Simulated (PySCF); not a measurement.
Ga(H)(SeH)2 (GaH3Se2), SMILES [GaH]([SeH])[SeH].

Geometry optimised at B3LYP-D3(BJ)/def2-SVP. The structure was generated by enumeration; whether it is a known compound was not checked. The values are those of a single conformer.

All values below come from TDA-PBE/def2-SVPD run with PySCF.

Vertical excitations. The molecule is in vacuum. State labels are in the subgroup C2v.

Computed lowest excited states:
```
state  symmetry  energy (eV)  λ (nm)      f                            main pairs
-----  --------  -----------  ------  -----  ------------------------------------
S1           A2         4.34     286  0.000                     HOMO→LUMO+1 100 %
S2           B2         4.40     282  0.064                        HOMO→LUMO 88 %
S3           A2         4.84     256  0.000                      HOMO→LUMO+2 99 %
S4           B1         4.93     251  0.012                    HOMO−1→LUMO+1 98 %
S5           A1         5.05     246  0.029                      HOMO−1→LUMO 90 %
S6           B1         5.26     236  0.000  HOMO→LUMO+3 67 %, HOMO−1→LUMO+2 32 %
S7           A2         5.28     235  0.000                      HOMO−2→LUMO 99 %
S8           B1         5.46     227  0.079  HOMO−1→LUMO+2 66 %, HOMO→LUMO+3 31 %
S9           B1         5.85     212  0.009                      HOMO−3→LUMO 97 %
S10          A2         5.86     211  0.000                    HOMO−1→LUMO+3 97 %
T1           B2         3.77     329      0                        HOMO→LUMO 99 %
T2           A2         4.08     304      0                      HOMO→LUMO+1 99 %
T3           A1         4.17     297      0                      HOMO−1→LUMO 99 %
T4           B1         4.57     271      0                    HOMO−1→LUMO+1 98 %
```
Triplets are in the Tamm–Dancoff approximation.
